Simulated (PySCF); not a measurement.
Simulated outer-valence photoelectron spectrum of `O=c1cc1Br`. Theory: EOM-IP-CCSD/aug-cc-pVDZ in PySCF, restricted Hartree–Fock reference, 13 core orbitals frozen, non-relativistic, gas phase, PBE0-D3(BJ)/def2-SVP geometry.

Each root has a Gaussian of 0.6 eV full width with its one-hole share as area; cross sections and vibrations are left out, and the highest printed point is 100.

(ionisation energy (eV), intensity): (8.8, 1), (9.0, 7), (9.2, 29), (9.4, 60), (9.6, 67), (9.8, 41), (10.0, 16), (10.2, 15), (10.4, 40), (10.6, 68), (10.8, 62), (11.0, 37), (11.2, 35), (11.4, 60), (11.6, 69), (11.8, 44), (12.0, 22), (12.2, 31), (12.4, 60), (12.6, 67), (12.8, 40), (13.0, 13), (13.2, 2), (13.4, 1), (13.6, 3), (13.8, 16), (14.0, 45), (14.2, 70), (14.4, 68), (14.6, 64), (14.8, 83), (15.0, 100), (15.2, 95), (15.4, 67), (15.6, 32), (15.8, 21), (16.0, 41), (16.2, 66), (16.4, 58), (16.6, 28), (16.8, 7), (17.0, 1)

Task: Where are the maxima, and how many lines lie under the curve?

Result: 7 maxima, at 9.5, 10.7, 11.6, 12.5, 14.3, 15.1 and 16.3 eV, from 8 lines. At this width some lines have no maximum of their own.

Task: List the lines with their holes.

Result: 
```
E (eV)  leading hole (HF orbital)  area  Koopmans (eV)
  9.54                       HOMO  0.95          10.83
 10.67                     HOMO-1  0.95          11.13
 11.55                     HOMO-2  0.95          12.45
 12.54                     HOMO-3  0.94          13.46
 14.24                     HOMO-4  0.94          15.81
 14.88                     HOMO-6  0.93          16.76
 15.27                     HOMO-5  0.91          16.48
 16.26                     HOMO-7  0.93          18.47
```

The widest gap, 1.70 eV, lies between 12.54 and 14.24 eV. Only orbitals with −ε under 21 eV, eight at most, were ionised, so the high end of the curve may lack lines.
